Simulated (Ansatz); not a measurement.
Stepwise reaction of `[F][Ge]([F])([SH])[Cl]` with hydrogen, as a gas-phase model of exchange steps in deposition or etching. ΔE in kJ/mol; ΔG adds harmonic PBE0-D4 terms to CCSD(T)/CBS, at 1 bar.

Computed with Ansatz on PBE0-D4/def2-TZVP structures; ΔE is electronic, products minus reactants. CCSD(T)/CBS is the MP2 limit (def2-TZVPP, def2-QZVPP) plus CCSD(T) − MP2 in def2-TZVPP, frozen cores. This one scheme is used for every species. DFT in def2-TZVPP. B3LYP here is the variant with VWN-RPA as its local correlation; programs differ in this. For Ge outer-core shells are correlated without core-valence functions, which leaves a few kJ/mol of doubt a bond. Scalar relativity is left out up to krypton. Each species was taken in one conformer, which may not be the lowest.

```tsv
step	reaction	PBE-D4	B3LYP-D4	ωB97M-V	CCSD(T)/CBS	ΔG(600 K)
1	`[F][Ge]([F])([SH])[Cl]` + H₂ → `[F][GeH]([SH])[Cl]` + H–F	39.3	42.6	42.3	35.7	35.1
```

Q: Give the row of step 2, `[F][GeH]([SH])[Cl]` + H₂ → `[SH][GeH2][Cl]` + H–F. (An estimate is asked.)

A: The calculation gave: 
```
step                                            reaction  PBE-D4  B3LYP-D4  ωB97M-V  CCSD(T)/CBS  ΔG(600 K)
   2  `[F][GeH]([SH])[Cl]` + H₂ → `[SH][GeH2][Cl]` + H–F    44.7      47.6     46.9         39.6       38.9
```

Q: By hand: ΔE of the 2 steps together at CCSD(T)/CBS.

A: (35.7) + (39.6) = 75.3 kJ/mol, or 37.7 kJ/mol a step.

In ΔE the steps differ by no more than 3.9 kJ/mol. All are uphill at CCSD(T)/CBS. ΔG lies between 35.1 and 38.9 kJ/mol a step. PBE-D4 differs from CCSD(T)/CBS by 3.6 to 5.1 kJ/mol a step. Isolated molecules leave out the surface, adducts and barriers. Largest T1 diagnostic: 0.012.
